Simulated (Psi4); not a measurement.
Internal rotation in SMILES c1coc(-c2cccc3ccccc23)c1. Scanned: dihedral O3–C4–C5–C6; all other coordinates were relaxed at GFN2-xTB. Points at φ and −φ are mirror images. Heavy atoms are numbered in the order of the SMILES c1coc(-c2cccc3ccccc23)c1, hydrogens after them in the order of the atoms that carry them; the mirror image has the same energies with the sign of each dihedral reversed.

PBE0/def2-SVP // GFN2-xTB (Psi4); PBE-D3(BJ)/def2-SVP // GFN2-xTB (Psi4).

Energies relative to the lowest point of each profile, in kcal/mol:

```json
[
 {"φ / °": "-160", "PBE0/def2-SVP": "0.4"},
 {"φ / °": "-140", "PBE0/def2-SVP": "0.1"},
 {"φ / °": "-120", "PBE0/def2-SVP": "1.0"},
 {"φ / °": "-100", "PBE0/def2-SVP": "2.3"},
 {"φ / °": "-80", "PBE0/def2-SVP": "2.6"},
 {"φ / °": "-20", "PBE0/def2-SVP": "0.0"},
 {"φ / °": "0", "PBE0/def2-SVP": "1.5"},
 {"φ / °": "40", "PBE0/def2-SVP": "0.0"},
 {"φ / °": "80", "PBE0/def2-SVP": "2.6"},
 {"φ / °": "100", "PBE0/def2-SVP": "2.3"},
 {"φ / °": "140", "PBE0/def2-SVP": "0.1"},
 {"φ / °": "160", "PBE0/def2-SVP": "0.4"}
]
```

Problem. What does PBE-D3(BJ)/def2-SVP give at the same points?

Solution. -160: 0.4; -140: 0.4; -120: 1.6; -100: 3.2; -80: 3.3; -20: 0.0; 0: 1.3; 40: 0.3; 80: 3.3; 100: 3.2; 140: 0.4; 160: 0.4 (kcal/mol).
